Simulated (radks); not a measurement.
Removal energies from the tungsten ion W2+, [Xe] 4f14 5d4, by Delta-SCF beside the eigenvalue of the level emptied. Method: scalar-relativistic Kohn-Sham, PBE, spin-polarised, spherical densities, finite nucleus; Fermi nuclear charge, rms radius of each element as measured or else 0.836 A^(1/3) + 0.57 fm; computed with a radial shooting solver on a logarithmic mesh with Libxc functionals. Open shells are filled with parallel spins first.

removed from         final configuration  Delta-SCF (eV)  -eigenvalue (eV)
5d                         [Xe] 4f14 5d3          26.438            20.959
4f                         [Xe] 4f13 5d4          59.696            48.804
5p            [Kr] 4d10 4f14 5s2 5p5 5d4          64.494            57.790
5s            [Kr] 4d10 4f14 5s1 5p6 5d4          101.33            93.930
